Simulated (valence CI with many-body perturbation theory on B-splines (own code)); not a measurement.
I XXIII: calculated level list

Level of theory: configuration interaction combined with many-body perturbation theory (CI+MBPT): three valence electrons over a frozen Dirac-Fock core [Ar] 3d10, a basis of 11 s, 11 p, 10 d, 8 f, 5 g, 2 h functions for each j, with the one-electron correlation potential Σ1 (screened to all orders), the two-electron term Σ2, the three-electron term Σ3, Breit, model QED; selected single and double excitations, second order for the rest, scaled by the run's own slope (own B-spline code, finite nucleus).

No measured levels were compared; by estimate levels hold to about 250 cm⁻¹ or 0.2 % of their energy and the worst to 1 %, as in measured heavy ions of charge 2 to 7; those with d or f electrons hold less well.

Levels 1 to 45 of 180, with energies above the lowest level, 4s²4p ²P°_1/2. "Leading %" is the weight of the configuration and term that name the level; weights of strongly mixed levels are sums over their largest components and can fall short. Lifetimes count E1, E2, E3, M1 and M2 decay at the calculated energies, and are blank where another channel may lead or the interval is too uncertain; long ones can be off by a factor of two.

```tsv
No.	Configuration	Term	J	E (eV)	Leading %	Second component	Lifetime
1	4s²4p	²P°	1/2	0.00	99		
2	4s²4p	²P°	3/2	15.51	98		56.4 μs
3	4s4p²	⁴P	1/2	47.24	81	15 % 4s4p² ²S	294 ps
4	4s4p²	⁴P	3/2	57.34	96		2.42 ns
5	4s4p²	⁴P	5/2	61.42	63	35 % 4s4p² ²D	385 ps
6	4s4p²	²D	3/2	68.40	80	14 % 4s4p² ²P	30.2 ps
7	4s4p²	²P	1/2	72.36	69	17 % 4s4p² ²S	9.71 ps
8	4s4p²	²D	5/2	76.37	59	36 % 4s4p² ⁴P	120 ps
9	4s4p²	²S	1/2	87.86	67	26 % 4s4p² ²P	13.5 ps
10	4s4p²	²P	3/2	88.81	83	10 % 4s4p² ²D	7.35 ps
11	4s²4d	²D	3/2	103.77	91	6 % 4s4p² ²D	4.36 ps
12	4s²4d	²D	5/2	106.52	93	5 % 4s4p² ²D	5.95 ps
13	4p³	²P°	3/2	118.97	37	29 % 4p³ ⁴S°	16.1 ps
14	4p³	⁴S°	3/2	130.53	54	38 % 4p³ ²D°	11.6 ps
15	4p³	²D°	5/2	131.24	83	14 % 4s4p4d ²D°	28.3 ps
16	4p³	²P°	1/2	138.39	92	5 % 4s4p4d ²P°	12.5 ps
17	4s4p4d	⁴F°	3/2	140.32	88	8 % 4s4p4d ²D°	85.8 ps
18	4s4p4d	⁴F°	5/2	143.09	82	5 % 4s4p4d ⁴D°	51.3 ps
19	4s4p4d	⁴F°	7/2	147.86	78	13 % 4s4p4d ⁴D°	31.6 ps
20	4s4p4d	⁴P°	5/2	148.92	54	23 % 4s4p4d ⁴D°	7.44 ps
21	4p³	²P°	3/2	148.95	30	19 % 4s4p4d ⁴D°	8.53 ps
22	4s4p4d	⁴D°	1/2	150.13	78	12 % 4s4p4d ²P°	3.98 ps
23	4s4p4d	⁴D°	3/2	150.26	33	22 % 4p³ ²P°	5.97 ps
24	4s4p4d	²F°	5/2	155.85	71	10 % 4s4p4d ²D°	10.2 ps
25	4s4p4d	⁴F°	9/2	157.65	100		89.1 μs
26	4s4p4d	²D°	3/2	157.70	57	18 % 4s4p4d ²P°	5.36 ps
27	4s4p4d	⁴P°	1/2	160.87	88	11 % 4s4p4d ⁴D°	5.97 ps
28	4s4p4d	⁴D°	5/2	161.05	62	10 % 4s4p4d ⁴P°	4.75 ps
29	4s4p4d	⁴D°	7/2	161.35	75	18 % 4s4p4d ⁴F°	5.04 ps
30	4s4p4d	⁴P°	3/2	161.36	58	38 % 4s4p4d ⁴D°	5.39 ps
31	4s4p4d	²D°	5/2	164.88	50	30 % 4s4p4d ⁴P°	8.45 ps
32	4s4p4d	²D°	3/2	168.27	50	32 % 4s4p4d ²P°	4.27 ps
33	4s4p4d	²F°	7/2	170.42	98		11.5 ps
34	4s4p4d	²F°	5/2	172.82	77	11 % 4s²4f ²F°	4.09 ps
35	4s4p4d	²F°	7/2	172.96	76	11 % 4s4p4d ⁴D°	4.59 ps
36	4s4p4d	²P°	1/2	175.22	86	11 % 4s4p4d ⁴D°	4.26 ps
37	4s4p4d	²P°	1/2	177.03	92	6 % 4p³ ²P°	4.29 ps
38	4s4p4d	²P°	3/2	179.15	57	29 % 4s4p4d ²D°	3.36 ps
39	4s4p4d	²P°	3/2	179.22	64	28 % 4s4p4d ²D°	3.88 ps
40	4s4p4d	²D°	5/2	180.10	80	10 % 4s4p4d ²F°	3.09 ps
41	4s²4f	²F°	5/2	198.86	86	12 % 4s4p4d ²F°	3.82 ps
42	4s²4f	²F°	7/2	198.99	88	10 % 4s4p4d ²F°	4.27 ps
43	4p²4d	⁴F	3/2	199.19	52	18 % 4p²4d ²D	20.0 ps
44	4p²4d	⁴F	5/2	203.80	34	27 % 4p²4d ⁴D	16.6 ps
45	4p²4d	²F	5/2	209.28	59	35 % 4p²4d ⁴F	29.0 ps
```

Names give the largest LS component (configuration and term), which can be under half, so a name can repeat, a term be missing and a line seem to break the LS rules; names also repeat where a configuration has a term twice.

Where two levels of one J and parity lie close, their mixing, g and order are uncertain.

The ionisation energy to 4s² ¹S0 of the next ion comes out as 684.93 eV (NIST: 683 ± 4 eV (theoretical)). All 180 levels together are meant to be complete up to 327.73 eV.
